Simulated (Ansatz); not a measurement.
Relaxation of C$_{2}$H$_{6}$BClO (11 atoms, charge 0, multiplicity 1), to a largest force component of 0.015 eV/Å in at most 40 steps.

Level of theory: RKS CAM-B3LYP-D4/def2-SVP in Ansatz.

```xyz
11
Properties=species:S:1:pos:R:3:forces:R:3
O 0.067 2.003 1.092 -1.89 -2.22 0.06
B -0.641 0.880 0.490 3.11 1.30 1.26
C 0.116 -0.497 0.341 3.17 1.73 0.32
C 0.338 -0.941 -1.105 -3.47 -0.84 0.44
Cl 1.359 0.106 -2.048 0.44 0.39 -0.28
H -0.186 2.004 2.046 0.31 0.40 -0.88
H -1.725 0.971 0.110 -1.56 0.44 -0.43
H -0.367 -1.252 0.925 -0.83 -1.00 0.33
H 1.166 -0.380 0.840 -1.53 -0.16 -0.71
H -0.733 -0.971 -1.564 1.75 0.07 0.22
H 0.671 -1.980 -1.107 0.51 -0.10 -0.33
```

**Question.** Where does it end, and by what steps?

**Answer.** It converged. After 12 steps the energy has fallen by 1.255 eV; H6 moved furthest, 0.69 Å.

```
step  energy less start (eV)  largest force component (eV/Å)  accepted
   0                  0.0000                           3.475       yes
   1                 -0.4837                           1.647       yes
   2                 -0.8291                           1.372       yes
   3                 -1.0639                           1.613       yes
   4                 -1.0398                           2.633        no
   5                 -1.1942                           0.559       yes
   6                 -1.2281                           0.354       yes
   7                 -1.2491                           0.176       yes
   8                 -1.2533                           0.146       yes
   9                 -1.2541                           0.122       yes
  10                 -1.2545                           0.023       yes
  11                 -1.2546                           0.019       yes
  12                 -1.2546                           0.003       yes
```

```xyz
11
Properties=species:S:1:pos:R:3
O 0.027 1.662 1.544
B -0.475 0.827 0.614
C 0.222 -0.564 0.379
C 0.247 -0.979 -1.079
Cl 1.104 0.256 -2.075
H -0.472 2.482 1.637
H -1.477 1.139 0.001
H -0.356 -1.323 0.943
H 1.239 -0.565 0.800
H -0.765 -1.061 -1.496
H 0.771 -1.929 -1.246
```

Run time: 45 s on 2 threads of Arm Neoverse V1 (shared host), peak memory 0.26 GiB.
